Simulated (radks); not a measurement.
Values are calculated unless marked as measured or tabulated.
Effect of the nuclear size on the niobium ion Nb+, [Kr] 4d4. Code: a radial shooting solver on a logarithmic mesh with Libxc functionals. Model: Dirac Kohn-Sham, BLYP, spin-unpolarised, spherical densities, finite nucleus; open shells fill j = l - 1/2 first; Fermi nuclear charge, rms radius 4.324 fm. The rms radius is varied about that value; shifts are against it.

rms radius (fm),total energy shift (eV),density at nucleus (e/bohr^3),1s1/2 shift (meV),2s1/2 shift (meV),4s1/2 shift (meV),5s1/2 (empty) shift (meV)
3.7143,-0.333,8.382e+04,-141,-15.0,-0.422,-0.047
4.0948,-0.130,8.298e+04,-55.2,-5.86,-0.165,-0.019
4.324,0,8.251e+04,0.000,0.000,0.000,0.000
4.5488,0.134,8.208e+04,56.7,6.02,0.170,0.019
5.2277,0.576,8.091e+04,244,25.9,0.730,0.082

Slopes of the eigenvalues against <r^2> in GHz/fm^2, as finite differences over the two radii next to the reference (eigenvalue slopes, not the field-shift constants of lines): 1s1/2 6890, 2s1/2 732, 4s1/2 20.7, 5s1/2 (empty) 2.32.
